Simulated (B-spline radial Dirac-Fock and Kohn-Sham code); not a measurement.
X-ray emission lines of Nb¹⁸⁺

System: the Nb¹⁸⁺ ion, configuration [Ar] 3d5.

The run's input, task.json:

```json
{"items": [{
  "Z": 41,
  "q": 18,
  "cfg": [[1, 0, 2], [2, 0, 2], [2, 1, 6], [3, 0, 2], [3, 1, 6], [3, 2, 5]],
  "A": 93,
  "rrms": 4.324,
  "do": ["binding"]
}]}
```

Command: `python xray_run.py task.json out`

Model: ΔSCF Dirac-Fock with Breit, self-energy and vacuum polarisation, finite nucleus, configuration average. Program: a B-spline atomic structure program. A line energy is the difference of two single-hole energies; the list is a selection of electric-dipole transitions between resolved j subshells. The model has no electron correlation.

| line | energy (eV) | wavelength (Å) |
| --- | --- | --- |
| Kβ1 (K-M3) | 18718.9 | 0.66235 |
| Kβ3 (K-M2) | 18700.6 | 0.66299 |
| Kα1 (K-L3) | 16622.8 | 0.74587 |
| Kα2 (K-L2) | 16527.9 | 0.75015 |
| Lβ3 (L1-M3) | 2425.9 | 5.1108 |
| Lβ4 (L1-M2) | 2407.6 | 5.1497 |
| Lη (L2-M1) | 2082.0 | 5.9551 |
| Lℓ (L3-M1) | 1987.0 | 6.2397 |

Values without a named source are computed, but for edge energies of neutral atoms, which are taken from tables.
